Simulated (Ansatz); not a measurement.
`CC[SiH2]SC` + `CBS` → `CB[SiH2]SC` + `CCS`  (formal exchange of groups at the Si–C bond)

Program: Ansatz. Geometries: PBE0-D4/def2-TZVP. ΔE: electronic, gas phase. CBS: MP2 limit from def2 TZ/QZ plus the TZ coupled-cluster correction, frozen cores. One conformer a species, not always the lowest.

| species | CCSD(T)/CBS(def2) energy (Eh) |
| --- | --- |
| `CC[SiH2]SC` | -807.06523 |
| `CBS` | -463.66090 |
| `CB[SiH2]SC` | -793.17470 |
| `CCS` | -477.49091 |

Question: Work out ΔE.

Answer: ΔE = (-793.17470) + (-477.49091) − (-807.06523) − (-463.66090) = 0.06052 Eh = +1.65 eV.

Largest T1 diagnostic among the species: 0.013.

In def2-TZVPP, CCSD(T) changes the Hartree–Fock value by +0.09 eV (the triples alone add +0.02 eV) and MP2 by +0.18 eV.
